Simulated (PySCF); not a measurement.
**Ne²⁺ (neon, charge +2): UHF calculation**

Configuration: [He] 2s2 2p4, high-spin 3P determinant. Calculation: PySCF 2.14, in cc-pVTZ (4s3p2d1f, 30 functions); no relativity, point nucleus.

| Quantity | Value |
| --- | --- |
| Total energy | -126.365280 hartree |
| One-electron energy | -166.5580 hartree |
| Hartree (Coulomb) energy | 51.3108 hartree |
| Exchange energy | -11.1181 hartree |
| Kinetic energy | 126.36137 hartree |
| ⟨S²⟩ | 2.0036 |
| ⟨L²⟩ | 2.007 |
| Sum of ⟨r⟩ | 5.199 bohr |
| Sum of ⟨r²⟩ | 4.994 bohr² |
| Traceless quadrupole moment −½Σ⟨3z² − r²⟩ along its main axis | -0.354 e·bohr² |
| Density at the nucleus (Gaussians lack the cusp) | 602 bohr⁻³ |
| Spin density at the nucleus | 0.0960 bohr⁻³ |
| Langevin diamagnetic susceptibility | -3.96 ×10⁻⁶ cm³/mol |
| Time after the integrals | 0.08 s of wall time on 1 thread of Neoverse-V1 (shared host) |

```csv
shell,electrons,mean orbital energy (hartree),spread (hartree),"rms radius, mean of both spins (bohr)"
1s α,1,-34.70187,0,0.183
1s β,1,-34.56549,0,0.183
2s α,1,-3.64740,0,0.909
2s β,1,-3.17760,0,0.909
2p α,3,-2.57495,0.14287,0.905
2p β,1,-2.35529,0,0.905
```
